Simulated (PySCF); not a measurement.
Compound: C5H6F2.
Atom-mapped SMILES: `[CH:1]#[C:2][C@H:3]([F:4])[CH2:5][CH2:6][F:7]` (hydrogens: H8 on C1; H9 on C3; H10, H11 on C5; H12, H13 on C6)

Level of theory: PBE0-D3(BJ)/def2-SVP geometry optimisation, gas phase in PySCF.

Question: List the bond lengths, angles and torsions at this level.

Answer: 
| bond | length (Å) | order |
| --- | --- | --- |
| C1≡C2 | 1.210 | triple |
| C2–C3 | 1.461 | single |
| C3–F4 | 1.382 | single |
| C3–C5 | 1.521 | single |
| C5–C6 | 1.510 | single |
| C6–F7 | 1.376 | single |
| C1–H8 | 1.075 | single |
| C3–H9 | 1.104 | single |
| C5–H10 | 1.102 | single |
| C5–H11 | 1.101 | single |
| C6–H12 | 1.103 | single |
| C6–H13 | 1.102 | single |

Orders are formal, as drawn. A selection of angles:
| angle | degrees |
| --- | --- |
| C2–C1–H8 | 179.4 |
| C1–C2–C3 | 178.6 |
| C2–C3–F4 | 110.1 |
| C2–C3–C5 | 112.6 |
| C2–C3–H9 | 109.1 |
| F4–C3–C5 | 108.6 |
| F4–C3–H9 | 107.2 |
| C5–C3–H9 | 109.0 |
| C3–C5–C6 | 111.8 |
| C3–C5–H10 | 108.8 |
| C3–C5–H11 | 108.9 |
| C6–C5–H10 | 109.7 |
| C6–C5–H11 | 110.0 |
| H10–C5–H11 | 107.5 |
| C5–C6–F7 | 109.8 |
| C5–C6–H12 | 110.7 |
| C5–C6–H13 | 110.5 |
| F7–C6–H12 | 108.6 |
| F7–C6–H13 | 108.4 |
| H12–C6–H13 | 108.9 |

Dihedral angles: C2–C3–C5–C6 -177° (antiperiplanar); C3–C5–C6–F7 61° (synclinal).

Of the pairs four or more bonds apart, F7···H9 is among the closest relative to their van der Waals radii: 2.53 Å, 95 % of the sum of Bondi's values. The C–C distances run from 1.210 Å (C1≡C2, drawn triple) to 1.521 Å (C3–C5, drawn single), a spread of 0.311 Å.

Point group: C1 (no symmetry element, even within 0.4 Å). Whether it is a minimum is left open (no frequencies). The numbers are those of one conformer.

Hardware: one thread, Intel Xeon Platinum 8259CL at 2.50 GHz (x86_64), shared host with 96 logical CPUs at a one-minute load of 50. Cost: 98 s wall, 0.50 GiB resident at most. That covers the optimisation of the geometry.
